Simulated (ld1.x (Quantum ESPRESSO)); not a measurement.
# iodine: one change to a TM potential, before and after

- Element: iodine (I)
- Generator: ld1.x (Quantum ESPRESSO) 7.5
- Type: norm-conserving Troullier–Martins (Kleinman–Bylander form)
- Functional: PBE
- Relativity: scalar-relativistic
- Frozen core: [Kr] 4d10
- Valence charge: 7
- Reference configuration: 5s2 5p4.5 (charge +0.5)
- Partial waves: 5p (bound): rc 2.10 bohr; 5d channel at 0.35 Ry: rc 1.60 bohr; 5s (bound): rc 1.75 bohr
- Local potential: the s channel
- Core correction: a·sin(br)/r model core, default radius (core density twice the valence density)

All-electron outer shells of the reference configuration (PBE, scalar-relativistic, ld1.x):

| shell | level (eV) | outermost node (bohr) | outermost maximum (bohr) |
| --- | --- | --- | --- |
| 4d | -54.87 | 0.35 | 0.78 |
| 5s | -21.70 | 0.88 | 1.70 |
| 5p | -11.09 | 0.96 | 2.00 |

Change: all radii but the core radius scaled by about 1.11 (s 1.94, p 2.34, d 1.78 bohr).

Cutoffs: the cutoffs (Ry, on a coarse ladder) from which the occupation-weighted sum of valence levels, in a spherical-Bessel basis at the reference potential, stays within 10 and 1 mRy of its value at 400 Ry; they do not see the model core or the augmentation charge, which bear on the density cutoff. Errors are all-electron minus pseudo energies relative to the spin-unpolarised reference configuration.

Problem. How do hardness, ghosts and transferability respond?

Solution. The potential gets softer (35 Ry and 55 Ry → 30 Ry and 50 Ry); both files keep a bound ghost (d); of the 7 tests that both files solve, the error grows in 0 and shrinks in 2 by more than 15 % and 0.3 meV (median size 12.0 → 11.3 meV). A larger radius leaves more room for a smooth pseudo-wave, so fewer plane waves are needed.

```csv
quantity,base,changed
"cutoff, loose",35 Ry,30 Ry
"cutoff, tight",55 Ry,50 Ry
loose cutoff by channel (10 mRy a level),"p 15 Ry, s 25 Ry","p 12 Ry, s 25 Ry"
bound ghosts,d,d
"error for 5s2 5p5, meV [ΔE -4.53 eV]",+1.3,+1.3
"error for 5s2 5p4, meV [ΔE 6.60 eV]",-2.0,-2.0
"error for 5s2 5p3, meV [ΔE 26.45 eV]",-12,-13
"error for 5s2 5p1, meV [ΔE 95.20 eV]",-123,-140
"error for 5s1 5p6, meV [ΔE 5.88 eV]",-8.1,-6.2
"error for 5s1 5p5, meV [ΔE 17.58 eV]",-14,-11
"error for 5s2 5p2, meV [ΔE 55.77 eV]",-43,-48
```

 A true bound ghost makes a file unfit for plane-wave use even where its test errors are small: the radial tests pick states by their node count and pass the ghost by.
